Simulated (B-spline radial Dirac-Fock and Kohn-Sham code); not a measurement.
# Satellites and hypersatellites of the K lines of Tm⁶⁺

System: Tm⁶⁺, 1s2 2s2 2p6 3s2 3p6 3d10 4s2 4p6 4d10 4f11 5s2 5p4.

These are calculated numbers from a radial atomic solver; the model is Dirac-Fock (average of configuration) total-energy differences with a finite nucleus, the Breit interaction including its frequency dependence, and self-energy and vacuum-polarisation corrections. Each two-hole energy is an average over J within one jj subconfiguration, not an observable level; in light atoms, where LS coupling holds, the j-resolved values are not observed lines, and for a K spectator the Kα1 hypersatellite is nearly forbidden. The model has no electron correlation.

Lines without a spectator: Kα2 (K-L2) 49769.1 eV, Kα1 (K-L3) 50738.1 eV, Kβ3 (K-M2) 57293.3 eV, Kβ1 (K-M3) 57500.9 eV. Shifts in eV with one spectator hole (a dash: not computed, or left out as unreliable):

```
spectator hole     Kα2     Kα1      Kβ3      Kβ1
        K (1s)  +885.3  +942.6  +1143.2  +1156.4
    L2 (2p1/2)  +109.9  +145.6        –   +284.2
    L3 (2p3/2)   +88.4   +94.8   +222.8        –
    M2 (3p1/2)       –  +22.18    +44.4    +52.6
    M3 (3p3/2)  +13.06       –    +39.4    +39.5
    M4 (3d3/2)   +4.36   +0.96        –        –
    M5 (3d5/2)   -0.63   +2.96        –        –
```

Run: 67 s of CPU time on 1 thread of Neoverse-N1 (shared host), peak memory 0.51 GiB.
